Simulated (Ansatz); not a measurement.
Frontier orbitals of `CNB(C)[SiH3]`.

The species carries charge 0 and has multiplicity 1. The structure was optimised at the PBE0-D4/def2-TZVP level. It is one conformer, not always the lowest. Basis def2-TZVPP, the Gaussian-basis code of Ansatz.

Orbital energies of one run (eV). Highest occupied ones, from the top: -6.29, -6.53, -7.80, -7.86, -8.40, -9.21, -9.49, -10.02, -10.78, -11.41, -12.77, -13.03, -16.89, -17.08. Empty: -0.92, 0.05, 0.51, 0.97, 1.07, 1.42.

(1) Which functional gave them?
A. ωB97X-V
B. r2SCAN0
C. revPBE
D. LC-ωPBE

Answers

(1) C. HOMO energies: revPBE -6.29, r2SCAN0 -7.69, LC-ωPBE -10.22, ωB97X-V -9.88 eV.

LC-ωPBE has ω = 0.4 bohr⁻¹.
